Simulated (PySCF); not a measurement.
# Bonding in trans-Si(H2O)2Cl4

Compound: trans-Si(H2O)2Cl4.
Geometry (PBE0-D3(BJ)/def2-SVP, Å), atoms numbered from 1 in this order:
```
atom  x, y, z in Å
Si1   -0.0190   -0.0321    0.0093
O2     0.2225    0.2096    1.9262
H3    -0.6906    0.3324    2.2506
H4     0.6722    1.0682    2.0230
O5    -0.2545   -0.2671   -1.9070
H6    -0.3646   -1.2333   -1.9988
H7     0.6030   -0.0413   -2.3093
Cl8    2.1103   -0.2732   -0.2380
Cl9   -2.1373    0.2238    0.3364
Cl10   0.2049    2.0972   -0.2691
Cl11  -0.2487   -2.1698    0.2076
```

Bond orders from the PBE0/pcSseg-1 density (PySCF). Geometry: PBE0-D3(BJ)/def2-SVP; no solvent, vibrations or thermal averaging.

Problem. Set the Mayer orders of the bonds beside their lengths.

Solution. 
```csv
bond,length (Å),Mayer order
Si1–O2,1.947,0.374
Si1–O5,1.945,0.374
Si1–Cl8,2.157,0.830
Si1–Cl9,2.159,0.834
Si1–Cl10,2.159,0.827
Si1–Cl11,2.159,0.834
O2–H3,0.977,0.905
O2–H4,0.974,0.912
O5–H6,0.977,0.905
O5–H7,0.974,0.912
```

Problem. Sum the orders of all bonds at each heavy atom with more than one neighbour.

Solution. Si1 4.073, O2 2.191, O5 2.191. Orders between atoms that aren't bonded are not in these sums.

For a closed shell the Mayer order of atoms A and B is Σ (PS)μν (PS)νμ over the basis functions μ on A and ν on B, with P the density and S the overlap matrix.
